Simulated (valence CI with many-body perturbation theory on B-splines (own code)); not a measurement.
**Basis-set convergence for Zr¹⁹⁺**

Computed by configuration interaction combined with many-body perturbation theory (CI+MBPT): three valence electrons over a frozen Dirac-Fock core [Ar], a basis of 7 s, 7 p, 8 d, 6 f, 4 g, 1 h functions for each j, with the one-electron correlation potential Σ1, the two-electron term Σ2, the three-electron term Σ3, Breit, model QED; selected CI, second order for the rest, scaled by the run's own slope (own B-spline code, finite nucleus).

No measured spectrum was set against this ion. As an estimate, terms of the open shell hold to 2 to 4 % of their energy, and close levels can change places. Only levels of the ground parity were solved; by the run's estimate the other parity begins above the list, which can be wrong where configurations are misplaced.

The reference run has the lowest level 3d³ ⁴F_3/2 and an ionisation energy of 803.605 eV. Its largest variational space holds 4810 state functions.

Names give the largest LS component (configuration and term), which can be under half, so a name can repeat, a term be missing and a line seem to break the LS rules; names also repeat where a configuration has a term twice. Letters in brackets count levels of one name in rising energy.

Changed runs:
A. basis 6 s, 6 p, 5 d, 5 f, 1 g
B. basis 5 s, 5 p, 4 d, 4 f

Excitation energies of the reference run in cm⁻¹, and shifts in cm⁻¹:

```csv
Level,Reference,A,B
3d³ ⁴F_5/2,12196,-32,-49
3d³ ⁴F_7/2,24332,-27,-35
3d³ ⁴F_9/2,35089,+14,+43
3d³ ⁴P_3/2,53136,+293,+575
3d³ ⁴P_1/2,57594,+211,+443
3d³ ²G_7/2,69252,+343,+679
3d³ ²H_9/2 [a],72729,+327,+714
3d³ ⁴P_5/2,75042,+157,+332
3d³ ²D_3/2 [a],85301,+363,+648
3d³ ²P_1/2,91202,+478,+954
3d³ ²H_11/2,99423,+390,+910
3d³ ²H_9/2 [b],104919,+355,+779
Ionisation energy (eV),803.605,-0.047,-0.058
```
